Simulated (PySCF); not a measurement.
C5H6NS (doublet state).
Bonds: C1–C2, C2–C3 (aromatic), C3–N4 (aromatic), N4–S5 (aromatic), S5–C6 (aromatic), C6–C7, C2–C6 (aromatic). Hydrogens: H8, H9, H10 on C1; H11, H12, H13 on C7.

Method used: PySCF, PBE0-D3(BJ)/def2-SVP geometry optimisation, gas phase.

**Question.** Give the optimised bond lengths and angles.

**Answer.** 
| bond | length (bohr) |
| --- | --- |
| C1–C2 | 2.823 |
| C2–C3 | 2.690 |
| C3–N4 | 2.397 |
| N4–S5 | 3.201 |
| S5–C6 | 3.262 |
| C6–C7 | 2.816 |
| C2–C6 | 2.612 |
| C1–H8, C1–H9, C1–H10 | 2.080 |
| C7–H11, C7–H12, C7–H13 | 2.080 |

Bonds in one row agree within 0.02 bohr and their mean is given. A selection of angles:
| angle | degrees |
| --- | --- |
| C2–C1–H8 | 111.5 |
| H8–C1–H9 | 107.3 |
| C1–C2–C3 | 126.9 |
| C1–C2–C6 | 126.1 |
| C3–C2–C6 | 107.0 |
| C2–C3–N4 | 121.8 |
| C3–N4–S5 | 107.1 |
| N4–S5–C6 | 94.3 |
| S5–C6–C7 | 122.5 |
| C2–C6–S5 | 109.8 |
| C2–C6–C7 | 127.8 |
| C6–C7–H11 | 112.0 |
| H11–C7–H12 | 108.0 |

N4 (nitrogen bonded to C and S) is bent (angle 107.1°). The 7 heavy atoms lie in one plane (0.005 Å rms). C6 (carbon bonded to 2 C and S) is planar (angles 127.8°, 122.5° and 109.8°, sum 360.0°, 0.01 Å off the plane of its three neighbours). The 5-membered ring C2–C3–N4–S5–C6 has internal angles of 94.3° to 121.8°; it is planar, 0.00 Å rms from its mean plane, widest ring torsion 0°. The 4 C–C bonds span 1.382 Å (C2–C6, aromatic) to 1.494 Å (C1–C2, drawn single), a spread of 0.112 Å. C2 (carbon bonded to 3 C) is planar (angles 126.9°, 126.1° and 107.0°, sum 360.0°, 0.00 Å off the plane of its three neighbours). Of the pairs four or more bonds apart, C1···H12 is among the closest relative to their van der Waals radii: 2.98 Å, 103 % of the sum of Bondi's values.

No PBE0-D3(BJ)/def2-SVP frequencies stand behind this structure, so it isn't proved a minimum. ⟨S²⟩ = 0.758 (exact for a doublet: 0.75).

On Arm Neoverse N1, one thread (shared host), this took 2.2 min and 0.57 GiB of memory at its peak. This is the geometry optimisation.
